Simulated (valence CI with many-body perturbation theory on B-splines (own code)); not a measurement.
## Which ion has this spectrum?

A relativistic CI+MBPT calculation for an atom or ion with 16 electrons gives these levels (cm⁻¹):

```
J  Parity       E     g
2    even       0  1.39
0    even   63768      
1    even  155105  1.50
2    even  196744  1.10
0    even  384826      
2     odd  727404  1.49
1     odd  782309  1.35
0     odd  853965      
2     odd  854480  1.10
3     odd  863297  1.31
1     odd  886807  1.42
4     odd  892771  1.38
0     odd  900882      
2     odd  920947  1.29
```

The energies are calculated, with errors of perhaps 500 cm⁻¹, more in some levels.

(1) Which is it?
A. Sr22+
B. Nb25+
C. Ru28+
D. Zr24+

## Answers

(1) B. Nb25+, ground level (3s^2 3p1/2^2 3p3/2^2) J=2.
